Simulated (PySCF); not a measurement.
PySCF 2.14 output of an unrestricted PW91 calculation on a single atom or ion in aug-cc-pVTZ-PP with ECP60MDF, with a scalar-relativistic core potential:

```
SCF conv_tol = 1e-09
number electrons alpha = 11  beta = 8
    J. P. Perdew. In P. Ziesche and H. Eschrig, editors, Proceedings of the 75. WE-Heraeus-Seminar and 21st Annual International Symposium on Electronic Structure of Solids, 11. Berlin, 1991. Akademie Verlag.
    J. P. Perdew, J. A. Chevary, S. H. Vosko, K. A. Jackson, M. R. Pederson, D. J. Singh, and C. Fiolhais.,  Phys. Rev. B 46, 6671 (1992)
    J. P. Perdew, J. A. Chevary, S. H. Vosko, K. A. Jackson, M. R. Pederson, D. J. Singh, and C. Fiolhais.,  Phys. Rev. B 48, 4978 (1993)
    J. P. Perdew. In P. Ziesche and H. Eschrig, editors, Proceedings of the 75. WE-Heraeus-Seminar and 21st Annual International Symposium on Electronic Structure of Solids, 11. Berlin, 1991. Akademie Verlag.
    J. P. Perdew, J. A. Chevary, S. H. Vosko, K. A. Jackson, M. R. Pederson, D. J. Singh, and C. Fiolhais.,  Phys. Rev. B 46, 6671 (1992)
    J. P. Perdew, J. A. Chevary, S. H. Vosko, K. A. Jackson, M. R. Pederson, D. J. Singh, and C. Fiolhais.,  Phys. Rev. B 48, 4978 (1993)
cycle= 1 E= -171.017702560016  delta_E= -0.00821  |g|= 0.0084  |ddm|= 0.725
cycle= 2 E= -171.01772088412  delta_E= -1.83e-05  |g|= 0.00494  |ddm|= 0.0504
cycle= 3 E= -171.017729827464  delta_E= -8.94e-06  |g|= 0.000138  |ddm|= 0.0126
cycle= 4 E= -171.01772983453  delta_E= -7.07e-09  |g|= 3.37e-06  |ddm|= 0.000513
cycle= 5 E= -171.017729834536  delta_E= -5.94e-12  |g|= 2.37e-07  |ddm|= 1.68e-05
converged SCF energy = -171.017729834536  <S^2> = 3.7505015  2S+1 = 4.0002507
```

The run itself started from symmetry-adapted Hartree-Fock orbitals and held the occupation by maximum overlap, on a logarithmic radial grid, so the iterations belong to that start.

Question: Which element, charge and spin multiplicity is this?

Answer: Tl²⁺ (thallium, charge +2), multiplicity 4; the state was [Xe] 4f14 5d9 6s1 6p1, one real determinant (an excited configuration).

⟨L²⟩ = 8.01 against 12 for a pure F term, so this real determinant mixes terms. Energies and moments cover only the electrons outside the core potential. Spin-orbit coupling, absent here, splits the open shell strongly.
